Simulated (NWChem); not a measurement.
C3H6OSi; SMILES C1=C[Si@H](C)O1

```xyz
11

C      0.0110    -1.9919    -0.5094
Si     0.0708    -0.4124     0.4702
C      1.0929     1.0218    -0.0742
C     -0.1053     1.5902    -0.3378
O     -1.1401     0.7432    -0.0425
H      0.8745    -2.6297    -0.2611
H      0.0344    -1.7786    -1.5880
H     -0.9037    -2.5605    -0.2790
H     -0.0540    -0.6856     1.9305
H      2.0877     1.4408    -0.2005
H     -0.3768     2.5785    -0.7327
```
Atoms are numbered in this order, from 1.

Level: PBE0/def2-SVP (NWChem), optimised geometry, unscaled harmonic frequencies. 

| frequency (cm⁻¹) | IR intensity (km/mol) |
|---|---|
| 151 | 0.2 |
| 167 | 0.7 |
| 200 | 1.4 |
| 401 | 38.7 |
| 580 | 21.5 |
| 648 | 19.7 |
| 678 | 5.3 |
| 711 | 28.3 |
| 737 | 44.7 |
| 772 | 69.6 |
| 778 | 45.5 |
| 886 | 1.6 |
| 912 | 173.9 |
| 974 | 9.9 |
| 1049 | 62.0 |
| 1158 | 130.3 |
| 1264 | 36.8 |
| 1302 | 17.4 |
| 1420 | 3.7 |
| 1422 | 6.8 |
| 1590 | 82.8 |
| 2250 | 137.1 |
| 3059 | 0.5 |
| 3161 | 0.9 |
| 3176 | 19.9 |
| 3179 | 0.5 |
| 3301 | 1.5 |

| Item | Result |
|---|---|
| zero-point energy | 51.3 kcal/mol |
| thermal correction to the enthalpy at 298.15 K (with zero-point energy) | 55.7 kcal/mol |
| heat capacity Cv | 21.4 cal/(mol K) |
| entropy at 298.15 K and 1 atm (symmetry number 1) | 76.0 cal/(mol K) |
| dipole moment | 1.49 D |

Rigid rotor and harmonic oscillator.
